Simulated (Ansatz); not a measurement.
All values below come from B3LYP-D3(BJ)/def2-TZVP run with Ansatz (an electronic-structure program). No frequencies were computed at this level.

Ansatz 0.2 input:
```yaml
crystal:
  periodic: [false, false, false]
  atoms:
    - { symbol: O, position_ang: [1.170518, -0.181763, -0.007887] }
    - { symbol: Al, position_ang: [-0.450278, 0.069133, 0.003501] }
    - { symbol: Cl, position_ang: [-1.684655, -1.541259, -0.011359] }
    - { symbol: Cl, position_ang: [-1.140438, 1.977382, 0.031176] }
    - { symbol: H, position_ang: [2.104853, -0.323493, -0.015431] }
basis:
  gaussian: { orbitals: def2-tzvp }
hamiltonian:
  xc: b3lyp
  dispersion: d3bj
relax:
  max_steps: 150
```

Output:

```
Functional definition: B3LYP
980 factors; their error is unknown
mean field evaluation 1: about -33707.3361 eV, gradient 6.5e1 eV
mean field evaluation 2: about -33685.9583 eV, gradient 1.2e2 eV
mean field evaluation 4: about -33714.0585 eV, gradient 5.6e0 eV
mean field evaluation 8: about -33714.1801 eV, gradient 1.7e-1 eV
mean field evaluation 16: about -33714.1801 eV, gradient 1.1e-5 eV
mean field -33714.18014420 eV, -1238.9732680074 hartree, gradient 1.1e-5 eV, S^2 0.000000; 0 other end points of the search recorded, 0 dependent functions left out
reference -33714.18039228 eV, -1238.9732771240 hartree; 28, 28 occupied and 120, 120 virtual orbitals, 980 factors
relax step   1: F+E_penalty+E_count = -33714.39522994 eV  Δ(F+E_penalty+E_count) = +0.000e0 eV  max|allowed force component| = 1.109e0 eV/Å  Δτ_max = 0.0000 Å  (28 SCF iters, accepted)
these checks for a lower state are left out or cut short: starts, cluster_reference, orbital_swaps, neighbouring_geometries, increment
980 factors; their error is unknown
mean field -33714.24880712 eV, -1238.9757913232 hartree, gradient 6.1e-6 eV, S^2 0.000000; 0 other end points of the search recorded, 0 dependent functions left out
reference -33714.24905685 eV, -1238.9758005005 hartree; 28, 28 occupied and 120, 120 virtual orbitals, 980 factors
relax step   2: F+E_penalty+E_count = -33714.45976391 eV  Δ(F+E_penalty+E_count) = -6.453e-2 eV  max|allowed force component| = 1.334e-1 eV/Å  Δτ_max = 0.0535 Å  (32 SCF iters, accepted)
these checks for a lower state are left out or cut short: starts, cluster_reference, orbital_swaps, neighbouring_geometries, increment
980 factors; their error is unknown
mean field -33714.24967116 eV, -1238.9758230758 hartree, gradient 4.7e-6 eV, S^2 0.000000; 0 other end points of the search recorded, 0 dependent functions left out
reference -33714.24992079 eV, -1238.9758322495 hartree; 28, 28 occupied and 120, 120 virtual orbitals, 980 factors
relax step   3: F+E_penalty+E_count = -33714.46127220 eV  Δ(F+E_penalty+E_count) = -1.508e-3 eV  max|allowed force component| = 7.541e-2 eV/Å  Δτ_max = 0.0194 Å  (32 SCF iters, accepted)
these checks for a lower state are left out or cut short: starts, cluster_reference, orbital_swaps, neighbouring_geometries, increment
980 factors; their error is unknown
mean field evaluation 32: about -33714.2496 eV, gradient 1.7e-1 eV
mean field -33714.24961207 eV, -1238.9758209043 hartree, gradient 1.5e-5 eV, S^2 0.000000; 0 other end points of the search recorded, 0 dependent functions left out
reference -33714.24986164 eV, -1238.9758300761 hartree; 28, 28 occupied and 120, 120 virtual orbitals, 980 factors
relax step   4: F+E_penalty+E_count = -33714.46131594 eV  Δ(F+E_penalty+E_count) = -4.373e-5 eV  max|allowed force component| = 5.760e-2 eV/Å  Δτ_max = 0.0020 Å  (24 SCF iters, accepted)
these checks for a lower state are left out or cut short: starts, cluster_reference, orbital_swaps, neighbouring_geometries, increment
980 factors; their error is unknown
mean field -33714.24963023 eV, -1238.9758215717 hartree, gradient 1.7e-5 eV, S^2 0.000000; 0 other end points of the search recorded, 0 dependent functions left out
reference -33714.24987980 eV, -1238.9758307434 hartree; 28, 28 occupied and 120, 120 virtual orbitals, 980 factors
relax step   5: F+E_penalty+E_count = -33714.46135266 eV  Δ(F+E_penalty+E_count) = -3.672e-5 eV  max|allowed force component| = 4.412e-3 eV/Å  Δτ_max = 0.0007 Å  (23 SCF iters, accepted)
these checks for a lower state are left out or cut short: starts, cluster_reference, orbital_swaps, neighbouring_geometries, increment
980 factors; their error is unknown
mean field -33714.24962753 eV, -1238.9758214725 hartree, gradient 1.3e-5 eV, S^2 0.000000; 0 other end points of the search recorded, 0 dependent functions left out
reference -33714.24987710 eV, -1238.9758306441 hartree; 28, 28 occupied and 120, 120 virtual orbitals, 980 factors
relax step   6: F+E_penalty+E_count = -33714.46135338 eV  Δ(F+E_penalty+E_count) = -7.233e-7 eV  max|allowed force component| = 4.446e-3 eV/Å  Δτ_max = 0.0001 Å  (19 SCF iters, accepted)
these checks for a lower state are left out or cut short: starts, cluster_reference, orbital_swaps, neighbouring_geometries, increment
980 factors; their error is unknown
mean field -33714.24961647 eV, -1238.9758210659 hartree, gradient 2.6e-5 eV, S^2 0.000000; 0 other end points of the search recorded, 0 dependent functions left out
reference -33714.24986603 eV, -1238.9758302371 hartree; 28, 28 occupied and 120, 120 virtual orbitals, 980 factors
relax step   7: F+E_penalty+E_count = -33714.46135928 eV  Δ(F+E_penalty+E_count) = -5.900e-6 eV  max|allowed force component| = 7.775e-3 eV/Å  Δτ_max = 0.0011 Å  (22 SCF iters, accepted)
these checks for a lower state are left out or cut short: starts, cluster_reference, orbital_swaps, neighbouring_geometries, increment
980 factors; their error is unknown
mean field -33714.24957292 eV, -1238.9758194656 hartree, gradient 4.7e-6 eV, S^2 0.000000; 0 other end points of the search recorded, 0 dependent functions left out
reference -33714.24982234 eV, -1238.9758286316 hartree; 28, 28 occupied and 120, 120 virtual orbitals, 980 factors
relax step   8: F+E_penalty+E_count = -33714.46157213 eV  Δ(F+E_penalty+E_count) = -2.128e-4 eV  max|allowed force component| = 1.199e-1 eV/Å  Δτ_max = 0.0193 Å  (32 SCF iters, accepted)
these checks for a lower state are left out or cut short: starts, cluster_reference, orbital_swaps, neighbouring_geometries, increment
980 factors; their error is unknown
mean field evaluation 64: about -33714.2514 eV, gradient 2.1e-3 eV
mean field -33714.25143353 eV, -1238.9758878420 hartree, gradient 4.8e-6 eV, S^2 0.000000; 0 other end points of the search recorded, 0 dependent functions left out
reference -33714.25168283 eV, -1238.9758970035 hartree; 28, 28 occupied and 120, 120 virtual orbitals, 980 factors
relax step   9: F+E_penalty+E_count = -33714.46338136 eV  Δ(F+E_penalty+E_count) = -1.809e-3 eV  max|allowed force component| = 3.439e-1 eV/Å  Δτ_max = 0.0204 Å  (32 SCF iters, accepted)
these checks for a lower state are left out or cut short: starts, cluster_reference, orbital_swaps, neighbouring_geometries, increment
980 factors; their error is unknown
mean field -33714.25183707 eV, -1238.9759026716 hartree, gradient 4.9e-6 eV, S^2 0.000000; 0 other end points of the search recorded, 0 dependent functions left out
reference -33714.25208627 eV, -1238.9759118295 hartree; 28, 28 occupied and 120, 120 virtual orbitals, 980 factors
relax step  10: F+E_penalty+E_count = -33714.46378549 eV  Δ(F+E_penalty+E_count) = -4.041e-4 eV  max|allowed force component| = 5.368e-1 eV/Å  Δτ_max = 0.0098 Å  (32 SCF iters, accepted)
these checks for a lower state are left out or cut short: starts, cluster_reference, orbital_swaps, neighbouring_geometries, increment
980 factors; their error is unknown
mean field -33714.30333065 eV, -1238.9777950259 hartree, gradient 2.5e-5 eV, S^2 0.000000; 0 other end points of the search recorded, 0 dependent functions left out
reference -33714.30358136 eV, -1238.9778042393 hartree; 28, 28 occupied and 120, 120 virtual orbitals, 980 factors
relax step  11: F+E_penalty+E_count = -33714.51591498 eV  Δ(F+E_penalty+E_count) = -5.213e-2 eV  max|allowed force component| = 1.840e0 eV/Å  Δτ_max = 0.1972 Å  (35 SCF iters, accepted)
these checks for a lower state are left out or cut short: starts, cluster_reference, orbital_swaps, neighbouring_geometries, increment
980 factors; their error is unknown
mean field -33714.35743274 eV, -1238.9797832410 hartree, gradient 7.6e-6 eV, S^2 0.000000; 0 other end points of the search recorded, 0 dependent functions left out
reference -33714.35768251 eV, -1238.9797924199 hartree; 28, 28 occupied and 120, 120 virtual orbitals, 980 factors
relax step  12: F+E_penalty+E_count = -33714.57042245 eV  Δ(F+E_penalty+E_count) = -5.451e-2 eV  max|allowed force component| = 6.414e-1 eV/Å  Δτ_max = 0.0759 Å  (30 SCF iters, accepted)
these checks for a lower state are left out or cut short: starts, cluster_reference, orbital_swaps, neighbouring_geometries, increment
980 factors; their error is unknown
mean field -33714.37098308 eV, -1238.9802812067 hartree, gradient 7.0e-6 eV, S^2 0.000000; 0 other end points of the search recorded, 0 dependent functions left out
reference -33714.37123236 eV, -1238.9802903675 hartree; 28, 28 occupied and 120, 120 virtual orbitals, 980 factors
relax step  13: F+E_penalty+E_count = -33714.58430180 eV  Δ(F+E_penalty+E_count) = -1.388e-2 eV  max|allowed force component| = 3.194e-1 eV/Å  Δτ_max = 0.0366 Å  (31 SCF iters, accepted)
these checks for a lower state are left out or cut short: starts, cluster_reference, orbital_swaps, neighbouring_geometries, increment
980 factors; their error is unknown
mean field evaluation 96: about -33714.2965 eV, gradient 2.5e0 eV
mean field -33714.38237261 eV, -1238.9806997644 hartree, gradient 7.2e-6 eV, S^2 0.000000; 0 other end points of the search recorded, 0 dependent functions left out
reference -33714.38262151 eV, -1238.9807089112 hartree; 28, 28 occupied and 120, 120 virtual orbitals, 980 factors
relax step  14: F+E_penalty+E_count = -33714.59594837 eV  Δ(F+E_penalty+E_count) = -1.165e-2 eV  max|allowed force component| = 1.246e-1 eV/Å  Δτ_max = 0.0468 Å  (31 SCF iters, accepted)
these checks for a lower state are left out or cut short: starts, cluster_reference, orbital_swaps, neighbouring_geometries, increment
980 factors; their error is unknown
mean field -33714.38710517 eV, -1238.9808736827 hartree, gradient 7.2e-6 eV, S^2 0.000000; 0 other end points of the search recorded, 0 dependent functions left out
reference -33714.38735393 eV, -1238.9808828244 hartree; 28, 28 occupied and 120, 120 virtual orbitals, 980 factors
relax step  15: F+E_penalty+E_count = -33714.60089367 eV  Δ(F+E_penalty+E_count) = -4.945e-3 eV  max|allowed force component| = 1.430e-1 eV/Å  Δτ_max = 0.0355 Å  (32 SCF iters, accepted)
these checks for a lower state are left out or cut short: starts, cluster_reference, orbital_swaps, neighbouring_geometries, increment
980 factors; their error is unknown
mean field -33714.39287025 eV, -1238.9810855454 hartree, gradient 7.7e-6 eV, S^2 0.000000; 0 other end points of the search recorded, 0 dependent functions left out
reference -33714.39311881 eV, -1238.9810946797 hartree; 28, 28 occupied and 120, 120 virtual orbitals, 980 factors
relax step  16: F+E_penalty+E_count = -33714.60708497 eV  Δ(F+E_penalty+E_count) = -6.191e-3 eV  max|allowed force component| = 4.846e-2 eV/Å  Δτ_max = 0.0878 Å  (30 SCF iters, accepted)
these checks for a lower state are left out or cut short: starts, cluster_reference, orbital_swaps, neighbouring_geometries, increment
980 factors; their error is unknown
mean field -33714.39302395 eV, -1238.9810911938 hartree, gradient 7.8e-6 eV, S^2 0.000000; 0 other end points of the search recorded, 0 dependent functions left out
reference -33714.39327245 eV, -1238.9811003258 hartree; 28, 28 occupied and 120, 120 virtual orbitals, 980 factors
relax step  17: F+E_penalty+E_count = -33714.60727772 eV  Δ(F+E_penalty+E_count) = -1.928e-4 eV  max|allowed force component| = 8.104e-3 eV/Å  Δτ_max = 0.0134 Å  (33 SCF iters, accepted)
980 factors; their error is unknown
mean field evaluation 128: about -33713.8758 eV, gradient 1.4e1 eV
mean field -33714.39302395 eV, -1238.9810911938 hartree, gradient 4.5e-5 eV, S^2 0.000000; 1 other end points of the search recorded, 0 dependent functions left out
reference -33714.39327245 eV, -1238.9811003258 hartree; 28, 28 occupied and 120, 120 virtual orbitals, 980 factors
Total energy: -33714.60752622 eV, -1238.9889740066 hartree
Atom 0 at     1.239073    -0.474967    -0.009283 Å, force     0.004043     0.006496     0.000153 eV/Å
Atom 1 at    -0.388329    -0.053800     0.000279 Å, force     0.003691    -0.001142    -0.000127 eV/Å
Atom 2 at    -1.801779    -1.576526    -0.015975 Å, force    -0.000774    -0.000116     0.000021 eV/Å
Atom 3 at    -1.002693     1.941062     0.027678 Å, force     0.001145    -0.000515     0.000026 eV/Å
Atom 4 at     1.953727     0.164231    -0.002700 Å, force    -0.008105    -0.004722    -0.000074 eV/Å
Dipole moment:     0.295059     0.187241     0.001741 e Å
```

Cost: very roughly 90 core-seconds.
